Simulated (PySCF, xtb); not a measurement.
Te(OH)(SMe) (CH₄OSTe), SMILES CS[Te]O. Atoms are numbered in the order given.

```xyz
8

Te     0.4182     0.2101     0.5983
O      1.3449     1.4381    -0.6826
H      0.7169     2.1381    -0.9035
S     -0.7183    -1.2936    -0.8521
C     -2.3050    -0.4775    -1.2056
H     -2.8462    -0.2350    -0.2815
H     -2.8948    -1.1997    -1.7902
H     -2.1579     0.4291    -1.8075
```
Charge 0, spin multiplicity 1.

Coordinates come from a PBE0-D3(BJ)/def2-SVP optimisation. The def2 effective core potentials stand for the cores of Te; spin–orbit coupling is left out. Other conformers were not sampled.

Level of theory: PySCF with C-PCM-M06-2X/def2-SVP.

The values are the electrostatic part of the solvation free energy, E(continuum) − E(gas) at the gas-phase geometry, in a cavity of scaled van der Waals radii (PySCF's table); cavitation and dispersion terms are not included. In vacuum the orbital gap is 7.12 eV. The dipole moment in vacuum is 3.05 D.

```json
[
 {"solvent": "water", "ε": "78.36", "ΔG(elec) (kcal/mol)": "-6.9", "dipole (D)": "3.97", "gap (eV)": "7.22"},
 {"solvent": "dimethylsulfoxide", "ε": "46.83", "ΔG(elec) (kcal/mol)": "-6.8", "dipole (D)": "3.96", "gap (eV)": "7.22"},
 {"solvent": "benzene", "ε": "2.27", "ΔG(elec) (kcal/mol)": "-3.6", "dipole (D)": "3.51", "gap (eV)": "7.18"}
]
```

For comparison, GFN2-xTB/ALPB(water) (xtb, at the GFN2-xTB geometry, all terms of that model) gives -6.0 kcal/mol.
